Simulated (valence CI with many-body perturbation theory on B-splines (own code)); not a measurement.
Which ion has this spectrum?

A relativistic CI+MBPT calculation for an atom or ion with 6 electrons gives these levels (cm⁻¹):

```
J  Parity        E     g
0    even        0      
1    even   453708  1.49
2    even   538798  1.23
2    even  1053460  1.25
0    even  1252793      
2     odd  1272216  1.82
1     odd  1633114  0.91
2     odd  1790189  1.38
3     odd  1932710  1.32
0     odd  2109170      
1     odd  2159332  1.27
2     odd  2226597  1.19
1     odd  2307129  1.53
2     odd  2636209  1.25
```

The energies are calculated, and their last digits are not significant.

**Question.** Which is it?
A. Kr30+
B. Br29+
C. Zr34+
D. Rb31+

**Answer.** D. Rb31+, ground level (2s^2 2p1/2^2) J=0.
